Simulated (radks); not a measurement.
Problem. These are the eigenvalues of the occupied orbitals of an atom or ion with whole-number occupations (eV). All-electron calculation, Dirac Kohn-Sham, PBE, spin-unpolarised, spherical densities, finite nucleus; Fermi nuclear charge, rms radius of each element as measured or else 0.836 A^(1/3) + 0.57 fm. Program: a radial shooting solver on a logarithmic mesh with Libxc functionals.

orbital  eigenvalue
1s1/2     -450.8257
2s1/2      -68.1239

Which element is it, and in what charge state? The configuration may be excited. Open shells, if any, are shared by 2j + 1.

Solution. Z = 7, nitrogen, charge +3: N3+ in [He] 2s2. The 1s level, -16.568 hartree, gives Z - s = 5.8 by -(Z - s)^2/2, which with screening and relativity narrows Z to a few neighbours, and the depths must fix Z and the occupations together.
